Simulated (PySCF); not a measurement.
Cl2Sn, triplet, geometry from GFN2-xTB (such geometries of metal compounds can be far from the true shape) (the spin is typed, not shown lowest) (core potentials on Sn). Base run: HF/def2-SV(P) in PySCF.

Input for PySCF:
```python
from pyscf import gto, scf

mol = gto.Mole()
mol.atom = '''
    Sn    0.009933   -0.009446    0.589528
    Cl    1.247416    1.574933   -0.863203
    Cl   -1.276630   -1.547150   -0.870703
'''
mol.basis = 'def2-sv(p)'
mol.ecp = {'Sn': 'def2-sv(p)'}
mol.charge = 0
mol.spin = 2
mol.verbose = 4
mol.build()

mf = scf.UHF(mol)
mf.kernel()
```

Variants of this job, named by their change:

```csv
change,basis functions,E (Eh),HOMO (eV),dipole (D)
base,62,-1132.08471,-8.08,3.64
basis = x2c-SVPall; relativity = spin-free X2C; nucleus = Gaussian (with mol.nucmod = 'G'; without mol.ecp = {'Sn': 'def2-sv(p)'}),72,-7094.62219,-8.08,3.53
basis = x2c-SVPall; relativity = none (without mol.ecp = {'Sn': 'def2-sv(p)'}),72,-6807.23308,-8.71,3.59
basis = jorge-DZP-DKH; relativity = spin-free X2C; nucleus = Gaussian (with mol.nucmod = 'G'; without mol.ecp = {'Sn': 'def2-sv(p)'}),96,-7090.32001,-7.17,3.57
basis = jorge-DZP-DKH; relativity = none (without mol.ecp = {'Sn': 'def2-sv(p)'}),96,-6881.12077,-7.44,4.04
basis = jorge-DZP-DKH; relativity = spin-free X2C (without mol.ecp = {'Sn': 'def2-sv(p)'}),96,-7090.46346,-7.17,3.57
basis = x2c-TZVPall; relativity = spin-free X2C (without mol.ecp = {'Sn': 'def2-sv(p)'}),134,-7095.78095,-8.20,3.37
basis = x2c-TZVPall; relativity = spin-free X2C; nucleus = Gaussian (with mol.nucmod = 'G'; without mol.ecp = {'Sn': 'def2-sv(p)'}),134,-7095.63825,-8.20,3.37
basis = x2c-TZVPall; relativity = none (without mol.ecp = {'Sn': 'def2-sv(p)'}),134,-6823.20371,-8.41,3.49
basis = x2c-SVPall; relativity = spin-free X2C (without mol.ecp = {'Sn': 'def2-sv(p)'}),72,-7094.74874,-8.08,3.53
```

Total energies compare only within one method and basis.

Open shells are given as the SCF converged; they aren't shown to be the lowest states, and a large step between rows can be another state.

Basis sets contracted for a relativistic Hamiltonian are a mismatch without it, so the rows without relativity aren't non-relativistic limits. No row has spin-orbit coupling; sets with core potentials leave out the core electrons.
